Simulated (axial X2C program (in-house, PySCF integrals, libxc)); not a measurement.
Worked dissociation energy of IF: TPSS, scalar-relativistic

Calculated with an in-house relativistic program for diatomic molecules. Spin-free means the one-electron spin-free X2C Hamiltonian. Basis: I dyall-cv3z [11s12p8d4f1g], F dyall-av3z [7s6p3d2f] (cores contracted in-house); Gaussian nuclei, density fitting, unrestricted open shells. Masses: I 126.904 u, F 18.998 u.

Molecular state: M_S = 0, Λ = 0 (closed shell).

* E(I) (2M_S = 1, M_L = 0): -7115.360229 hartree
* E(F) (2M_S = 1, M_L = 0): -99.867348 hartree
* E(IF) at Re: -7215.345858 hartree
* ωe: 600.9 cm⁻¹
* ωexe: 2.65 cm⁻¹

Task: Work out De and D0.

Result: De = -7115.360229 + (-99.867348) − (-7215.345858) = 0.11828 hartree = 3.219 eV. The zero-point energy is ωe/2 − ωexe/4 = 300 cm⁻¹ = 0.037 eV, so D0 = 3.181 eV.

Occupations by symmetry block were frozen at the best pattern of an incomplete PBE0 search. Closed shells are restricted here (equal orbitals for both partners); the stretched side of such a curve lies too high. De is counted from the lowest determinant-based energies of the atoms at the same level, without counterpoise correction. Spin-free De lacks the spin–orbit lowering of the heavy p-block atom, a tenth of an eV or more for 4p and 5p, up to an eV for 6p and one to two eV for 7p atoms, less what an open-shell molecule gains itself.

Each atomic determinant is the lowest at this level and need not be a pure term. Totals compare only within one Hamiltonian and basis.
